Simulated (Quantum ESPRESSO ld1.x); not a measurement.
Q: Au63+, 16 electrons, occupied as [Ne] 3s2 3p4. Method: Dirac Kohn-Sham, PBE, spin-unpolarised, spherical densities, point nucleus; open shells fill j = l - 1/2 first; computed with ld1.x of Quantum ESPRESSO 7.5. Some entries of the table are withheld. Estimate them.

orbital,occ.,eigenvalue (hartree),<1/r> (bohr^-1),<r> (bohr)
1s1/2,2,-3152.96,95.85,(1)
2s1/2,2,-704.704,(2),0.06973
2p1/2,2,(3),23.69,0.05737
2p3/2,4,(4),19.33,0.06565
3s1/2,2,-280.316,9.464,0.1704
3p1/2,2,-273.074,9.375,0.1598
3p3/2,2,-254.914,8.195,0.1722
3d3/2,0,(5),8.057,0.1473
3d5/2,0,(6),7.787,0.1511
4s1/2,0,(7),4.947,0.3197

A: 
(1) 1s1/2 <r> (bohr): 0.01686
(2) 2s1/2 <1/r> (bohr^-1): 23.80
(3) 2p1/2 eigenvalue (hartree): -685.267
(4) 2p3/2 eigenvalue (hartree): -616.405
(5) 3d3/2 eigenvalue (hartree): -245.337
(6) 3d5/2 eigenvalue (hartree): -241.120
(7) 4s1/2 eigenvalue (hartree): -148.294
